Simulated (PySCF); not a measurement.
## Si⁺: ionisation energy

Si⁺ [Ne] 3s2 3p1 (2P) → Si²⁺ [Ne] 3s2 (1S), as a difference of total energies. Computed with PySCF 2.14 in aug-cc-pV(T+d)Z (6s5p4d2f, 55 functions), with the non-relativistic Hamiltonian (point nucleus). Correlated levels: valence: [Ne] frozen. The calculations carry no spin-orbit coupling.

```
           method  ionisation energy (eV)  error (eV)
              UHF                  15.827      -0.495
              LDA                  16.354      +0.032
              PBE                  16.395      +0.073
             PBE0                  16.420      +0.098
           r2SCAN                  16.514      +0.192
             PW91                  16.454      +0.132
            M06-L                  16.212      -0.110
          wB97M-V                  15.976      -0.346
          LC-wPBE                  16.562      +0.240
    MP2 (valence)                  16.094      -0.228
SCS-MP2 (valence)                  16.082      -0.240
```

Reference: 16.322 eV (measured; NIST levels, between the centres of gravity of the two terms).

Errors of the correlated levels include the incompleteness of this basis and the frozen core.
